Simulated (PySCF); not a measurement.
# Worked example: refractive index and permittivity of the vapour

Mg(H)(SH) (H₂MgS), SMILES [MgH][SH].

The structure is a stationary point at B3LYP-D3(BJ)/def2-TZVP.

PySCF with B3LYP/def2-TZVPD gives a mean static polarisability of 54.2 bohr³ and a dipole moment of 1.21 D. Take an ideal gas at 298.15 K and 1 bar, whether or not the substance is that volatile.

Task: Work out n − 1 in the optical limit and the static ε − 1.

Result: 
Polarisability volume α' = 54.2 × 0.148185 = 8.03 Å³. Number density N = p/kT = 2.43e-5 Å⁻³.
Dilute limit of Lorentz–Lorenz: n − 1 = 2π N α' = 0.0012.
Orientation term of Debye: μ²/(3kT) = 8.098 Å³ × μ²(D²) = 11.86 Å³.
ε − 1 = 4π N (α' + μ²/3kT) = 0.0061. Orientation of the dipole supplies 60 % of the static response; it can't follow optical fields. Vibrational polarisation and dispersion are left out.
